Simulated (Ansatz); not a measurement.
Isolated molecules relaxed with PBE0-D4/def2-TZVP in Ansatz; ΔE leaves out vibrations. CCSD(T)/CBS adds triple-zeta CCSD(T) − MP2 to the extrapolated MP2 energy (def2 sets, frozen cores). This one scheme is used for every species. Functionals use def2-TZVPP. Each species was taken in one conformer, which may not be the lowest.

`C[SiH2]C(F)F` → difluoromethane + `C[SiH]`  (silylene formation by 1,1-elimination)

`C[SiH2]C(F)F`:

Cartesian coordinates in Å:
```
C 0.899 -0.532 -1.218
Si -0.612 -0.454 -0.128
C -0.361 0.917 1.194
F 0.771 0.659 1.923
F -1.409 0.944 2.069
H 0.794 -1.320 -1.967
H 1.788 -0.744 -0.621
H 1.055 0.413 -1.743
H -1.830 -0.089 -0.900
H -0.842 -1.725 0.604
H -0.253 1.931 0.788
```

`FCF`:

```xyz
5

F    -0.211    0.431   -1.219
C    -0.055   -0.017    0.047
F     1.267   -0.097    0.316
H    -0.511    0.701    0.733
H    -0.490   -1.018    0.122
```

`C[SiH]`:

```xyz
6

C     0.376   -0.120    0.352
Si   -1.153    0.897   -0.104
H     0.143   -1.190    0.282
H     0.767    0.095    1.347
H     1.168    0.056   -0.388
H    -1.301    0.263   -1.489
```

| level | ΔE (kJ/mol) |
| --- | --- |
| PBE0-D4 | 214.4 |
| MP2/def2-QZVPP | 216.3 |

Q: What does CCSD(T)/CBS give? (An estimate is asked.)

A: Computed: +204.7 kJ/mol. The listed levels differ from it by 9.7, 11.6 kJ/mol.

Largest T1 diagnostic among the species: 0.012.

From PBE to PBE0 (25 % exact exchange), in def2-TZVPP and without D4, ΔE moves by +6.1 kJ/mol. In def2-TZVPP, CCSD(T) changes the Hartree–Fock value by +14.1 kJ/mol (the triples alone add +3.9 kJ/mol) and MP2 by +28.7 kJ/mol. The D4 term adds +11.7 kJ/mol with B3LYP and +6.5 kJ/mol with PBE0; it sums over pairs of atoms, weighted by their polarisabilities, and B3LYP, whose exchange is more repulsive, gets the larger term.

B3LYP here is the variant with VWN-RPA as its local correlation; programs differ in this.
